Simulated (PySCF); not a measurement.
## Xenon: a sound run and one with changed settings

Sound run: Xe [Xe], Xe⁺ [Kr] 4d10 5s2 5p5. Calculation: PySCF 2.14, in def2-SVP with the def2 core potential (28 electrons) (6s5p3d2f, 50 functions); a scalar-relativistic core potential. The sound run starts from symmetry-adapted Hartree-Fock orbitals and uses a fine grid where one is needed.

Changed run: basis STO-3G, all-electron and non-relativistic. This setting is unsound on purpose.

| species | method | sound run (hartree) | changed run (hartree) | converged |
| --- | --- | --- | --- | --- |
| Xe | UHF | -328.29839 | -7162.10421 | yes |
| Xe | MN15 | -328.55681 | -7160.32499 | yes |
| Xe | M06-L | -329.53117 | -7164.41616 | yes |
| Xe⁺ | UHF | -327.87704 | -7161.76014 | yes |
| Xe⁺ | MN15 | -328.10949 | -7159.93925 | yes |
| Xe⁺ | M06-L | -329.08753 | -7164.01937 | yes |

Ionisation energy of Xe:

```
method  sound run (eV)  changed run (eV)
   UHF          11.466             9.363
  MN15          12.172            10.496
 M06-L          12.072            10.797
```

A minimal basis cannot let orbitals breathe on ionisation and holds almost no correlation. The Hamiltonian changed with the basis, so the totals do not compare.

For comparison, NIST gives 12.130 eV between the lowest levels.
